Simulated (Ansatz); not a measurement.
`S[CH2][GeH3]` → `[CH2][GeH3]`• + `[SH]`• at 700 K and 1 bar (homolysis of the C–S bond).

Isolated molecules relaxed with PBE0-D4/def2-TZVP in Ansatz; ΔE leaves out vibrations. CBS: MP2 limit from def2 TZ/QZ plus the TZ coupled-cluster correction, frozen cores. This one scheme is used for every species. No spin–orbit coupling; open shells (•) take unrestricted orbitals. For Ge outer-core shells are correlated without core-valence functions, which leaves a few kJ/mol of doubt a bond. Scalar relativity is left out up to krypton. One conformer a species, not always the lowest.

| species | CCSD(T)/CBS energy (Eh) | H − E (kJ/mol) | S (J/(mol·K)) |
| --- | --- | --- | --- |
| `S[CH2][GeH3]` | -2515.53503 | 222.7 | 419.1 |
| `[CH2][GeH3]`• | -2117.09111 | 171.0 | 373.1 |
| `[SH]`• | -398.31908 | 36.7 | 223.0 |

H − E and S are ideal-gas, rigid-rotor, harmonic terms from PBE0-D4/def2-TZVP, for one conformer and one mirror image of each species, with the whole ground term of open shells counted as degenerate. 1 Eh = 2625.50 kJ/mol, R = 8.31446 J/(mol·K).

Problem. By hand: ΔE, ΔH, ΔS and ΔG.

Solution. ΔE = (-2117.09111) + (-398.31908) − (-2515.53503) = 0.12484 Eh = 327.8 kJ/mol. Δ(H − E) = 171.0 + 36.7 − 222.7 = -15.0, so ΔH = 312.8 kJ/mol. ΔS = 373.1 + 223.0 − 419.1 = 177.0 J/(mol·K). ΔG = 312.8 − 700 × (177.0)/1000 = 188.9 kJ/mol.

Problem. By hand: the equilibrium constant, and the temperature at which ΔG would vanish if ΔH and ΔS stayed fixed.

Solution. log₁₀ K = −ΔG/(RT ln 10) = -14.1. ΔG = 0 at ΔH/ΔS = 1767 K.

The number of gas molecules changes by +1, which sets the sign of ΔS. A doubt of 5 kJ/mol in ΔE shifts log₁₀ K by 0.4 here. Other conformers and mirror images would add mixing entropy, several J/(mol·K) or more a flexible species. Modes under 60 cm⁻¹, often nearly free rotors, make the harmonic entropy too high. These are equilibria of isolated gas molecules and say nothing of rates. Largest T1 diagnostic: 0.012 (customary marks: 0.02 for closed shells, 0.045 for open ones).
